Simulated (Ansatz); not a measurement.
The lowest singlet and triplet of SO2 (SMILES O=S=O); geometries from B3LYP-D3(BJ)/def2-TZVP, each state relaxed from the structure named, with no frequency check.
Singlet (charge 0, multiplicity 1):
| atom | x (Å) | y (Å) | z (Å) |
|---|---|---|---|
| O | -1.2305 | -0.3924 | 0.0000 |
| S | -0.0079 | 0.3657 | 0.0000 |
| O | 1.2463 | -0.3390 | 0.0000 |

A positive gap puts the triplet lower; no zero-point energy. U- takes an unrestricted singlet (broken symmetry where lower, unprojected). The triplet is unrestricted in single-reference levels.

Cores are frozen in the correlated methods.

The values were computed with Ansatz (a program for electronic structure). Values without a source in brackets are computed.

Give the gap E(singlet) − E(triplet), vertical, at the singlet's geometry at the level U-SCS-MP2/cc-pV(Q+d)Z.

-99.6 kcal/mol

What gap E(singlet) − E(triplet), vertical, at the singlet's geometry does U-HF/cc-pV(Q+d)Z give?

-56.2 kcal/mol

Give the gap E(singlet) − E(triplet), vertical, at the singlet's geometry at the level U-HF/cc-pV(T+d)Z.

-56.5 kcal/mol
